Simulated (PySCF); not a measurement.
CH3BrMg, SMILES [CH3][Mg][Br]. Heavy atoms are numbered as in [Mg:1]([Br:2])[CH3:3]. Hydrogens are named by the atom that carries them.

Geometry optimised at PBE0-D3(BJ)/def2-TZVP.

Computed with HF/pcSseg-2 (PySCF).

GIAO shieldings, no solvent; atoms alike by connectivity are averaged. δ = σ(ref) − σ: ¹³C against TMS (σ = 193.3 ppm); ¹H against TMS (σ = 31.98 ppm), references at their B3LYP-D3(BJ)/def2-TZVP geometries, non-relativistic (without spin–orbit terms, shifts of atoms bonded to Cl or Br come out too high).

Computed chemical shifts:
```
nucleus     atoms  count  δ (ppm)
-------  --------  -----  -------
¹³C      C3 (CH3)      1    -21.9
¹H        H on C3      3    -0.74
```
